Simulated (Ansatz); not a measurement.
Total energies of CH3NO2Zn, SMILES `OC(O)=[N][ZnH]`.

Cartesian coordinates in Å:
```
O -0.101 1.862 0.934
C -0.252 0.599 0.505
O -1.269 0.069 1.212
N 0.448 0.072 -0.385
Zn 0.774 -1.404 -1.353
H 0.629 2.220 0.416
H -1.377 -0.835 0.904
H 1.149 -2.584 -2.233
```

Total charge 0; spin multiplicity 1. For Zn the d shell is correlated and the shells below it are frozen. Scalar relativity is left out up to krypton. All single points use the PBE0-D4/def2-TZVP geometry. It is one conformer, not always the lowest. Basis def2-TZVPP, Ansatz 0.2.0.

RPA on PBE orbitals: Hartree–Fock energy of these orbitals -2021.60618 Eh, correlation -1.91073 Eh (frozen core).

```tsv
functional	energy without D4 (Eh)	D4 term (kJ/mol)
LDA (SPW92)	-2019.87038	–
PBE	-2024.08644	-14.4
revPBE	-2024.42338	-48.2
BLYP	-2024.65528	-32.4
r2SCAN	-2024.48108	-3.5
PBE0	-2024.09971	-12.1
B3LYP	-2024.66740	-23.3
r2SCANh	-2024.44835	-3.7
CAM-B3LYP	-2024.64019	-12.2
LC-ωPBE	-2024.23653	–
ωB97X-V	-2024.36555	–
ωB97M-V	-2024.44632	–
B2PLYP	-2024.16685	–
PBE-QIDH	-2023.81574	–
```

Problem. Give the same for B97M-V, r2SCAN0, HSE06 (plane-wave form), BHLYP. (Best estimate.)

Solution. The calculation gave: 
| functional | energy without D4 (Eh) | D4 term (kJ/mol) |
| --- | --- | --- |
| B97M-V | -2024.20613 | – |
| r2SCAN0 | -2024.40157 | -4.1 |
| HSE06 (plane-wave form) | -2024.08693 | -11.2 |
| BHLYP | -2024.43892 | -16.9 |

B3LYP takes the VWN-RPA correlation (the form of Gaussian; ORCA's B3LYP/G). HSE06 is the plane-wave form, built on full-range PBE exchange. The double hybrids freeze the cores in their second-order part.

LC-ωPBE has ω = 0.4 bohr⁻¹.
